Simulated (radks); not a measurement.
Results of a calculation; reference values are marked as such.
Question: Level of theory: non-relativistic Kohn-Sham, LB94 model potential, spin-polarised, spherical densities, point nucleus; open shells are filled with parallel spins first (a radial shooting solver on a logarithmic mesh with Libxc functionals). Response by self-consistent Sternheimer equations with the Hartree and adiabatic LDA kernel. Rank S, S4+, S5+, S6+, S2+, S3+, S+ (NIST ground configurations) by static dipole polarisability, largest first.

Answer: S 19.92, S+ 11.19, S2+ 7.309, S3+ 5.214, S4+ 4.011, S5+ 2.542, S6+ 0.07513 bohr^3.
